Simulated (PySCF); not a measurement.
**B⁺: ionisation energy**

B⁺ [He] 2s2 (1S) → B²⁺ [He] 2s1 (2S), as a difference of total energies. Calculation: PySCF 2.14, in aug-cc-pVTZ; the non-relativistic Hamiltonian (point nucleus). Correlated levels: valence: 1s2 frozen. The calculations carry no spin-orbit coupling.

| method | ionisation energy (eV) | error (eV) |
| --- | --- | --- |
| UHF | 23.442 | -1.713 |
| LDA | 24.546 | -0.609 |
| PBE | 24.598 | -0.557 |
| PBE0 | 24.555 | -0.600 |
| r2SCAN | 24.251 | -0.904 |
| wB97X | 24.264 | -0.891 |
| B97-3 | 24.659 | -0.496 |
| wB97X-V | 24.629 | -0.526 |
| M06-L | 24.458 | -0.697 |
| MP2 (valence) | 24.422 | -0.733 |
| SCS-MP2 (valence) | 24.618 | -0.537 |

Reference: 25.155 eV (measured; NIST Atomic Spectra Database, ionization energies).

Errors of the correlated levels include the incompleteness of this basis and the frozen core.

MP2 underrates the near-degeneracy of ns² with np² in the lower species.
